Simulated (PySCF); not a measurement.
Sb(TeH)3 (H3SbTe3), SMILES [Sb]([TeH])([TeH])[TeH].

Coordinates come from a PBE-D3(BJ)/def2-SVP optimisation. The structure was generated by enumeration; whether it is a known compound was not checked. The def2 effective core potentials stand for the cores of Sb, Te; spin–orbit coupling is left out.

Method: PBE/def2-TZVP (PySCF).

Isolated molecule, no solvent.

Q: Estimate the frontier levels, gap, dipole moment and polarisability. (An estimate is asked for; the answer gives what the named calculation found.)

A: 
```
Item                                                                                                              Result
---------------------------------------------------------------------------------------------  -------------------------
highest occupied level                                                                                          -5.34 eV
lowest empty level                                                                                              -2.90 eV
orbital gap                                                                                                      2.45 eV
dipole moment                                                                                                     1.09 D
quadrupole, principal values (traceless, Buckingham form, about the centre of nuclear charge)      -7.51, 0.99, 6.53 D·Å
mean static polarisability                                                                        179.8 bohr³ (26.65 Å³)
polarisability, principal values                                                               131.0, 193.9, 214.5 bohr³
```
